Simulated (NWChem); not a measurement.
System meant: CH4F3NSi; SMILES N[SiH2]C(F)(F)F

Input file for NWChem:

```
start job
memory heap 200 mb stack 900 mb global 1100 mb
geometry units angstroms noautoz
  N     -0.607206     2.230468    -0.075876
  Si     0.632114     1.044657    -0.136130
  C      0.004302    -0.775921     0.081611
  F     -0.875104    -1.122434    -0.875287
  F      1.014993    -1.659206     0.026256
  F     -0.613799    -0.957381     1.262321
  H     -1.041861     2.483274     0.803977
  H     -1.244748     2.355030    -0.853652
  H      1.286127     1.070891    -1.472845
  H      1.588382     1.261092     0.983615
end
basis spherical
  * library def2-svp
end
dft
  odft
  mult 2
  xc pbe0
  iterations 150
  mulliken
end
task dft energy
```

End of the output:

```
 Summary of "ao basis" -> "ao basis" (spherical)
 ------------------------------------------------------------------------------
       Tag                 Description            Shells   Functions and Types
 ---------------- ------------------------------  ------  ---------------------
 N                          def2-svp                 6       14   3s2p1d
 Si                         def2-svp                 8       18   4s3p1d
 C                          def2-svp                 6       14   3s2p1d
 F                          def2-svp                 6       14   3s2p1d
 H                          def2-svp                 3        5   2s1p

 Summary of "ao basis" -> "ao basis" (spherical)
 ------------------------------------------------------------------------------
       Tag                 Description            Shells   Functions and Types
 ---------------- ------------------------------  ------  ---------------------
 N                          def2-svp                 6       14   3s2p1d
 Si                         def2-svp                 8       18   4s3p1d
 C                          def2-svp                 6       14   3s2p1d
 F                          def2-svp                 6       14   3s2p1d
 H                          def2-svp                 3        5   2s1p

      Symmetry analysis of basis
      --------------------------

        a'         67
        a"         41

  number of electrons :                   58
  multiplicity        :                    2
 ------------------------------------------------------------------------
  no. of electrons and multiplicity not compatible                  58
 ------------------------------------------------------------------------
 ------------------------------------------------------------------------
  current input line :
    25: task dft energy
 ------------------------------------------------------------------------
 ------------------------------------------------------------------------
 There is an error in the input file
 ------------------------------------------------------------------------
 For more information see the NWChem manual at https://nwchemgit.github.io

0: no. of electrons and multiplicity not compatible:Received an Error in Communication
```

**Question.** Find the fault in this run and fix the input.

**Answer.** The input was rejected before any calculation. Cause: the multiplicity doesn't fit the number of electrons (an even count wants an odd multiplicity, and the reverse). This input runs:
```
start job
memory heap 200 mb stack 900 mb global 1100 mb
geometry units angstroms noautoz
  N     -0.607206     2.230468    -0.075876
  Si     0.632114     1.044657    -0.136130
  C      0.004302    -0.775921     0.081611
  F     -0.875104    -1.122434    -0.875287
  F      1.014993    -1.659206     0.026256
  F     -0.613799    -0.957381     1.262321
  H     -1.041861     2.483274     0.803977
  H     -1.244748     2.355030    -0.853652
  H      1.286127     1.070891    -1.472845
  H      1.588382     1.261092     0.983615
end
basis spherical
  N library def2-svp
  Si library def2-svp
  C library def2-svp
  F library def2-svp
  H library def2-svp
end
dft
  xc pbe0
  iterations 150
  mulliken
end
task dft energy
```
It converges to -683.40563 Ha (PBE0/def2-SVP).
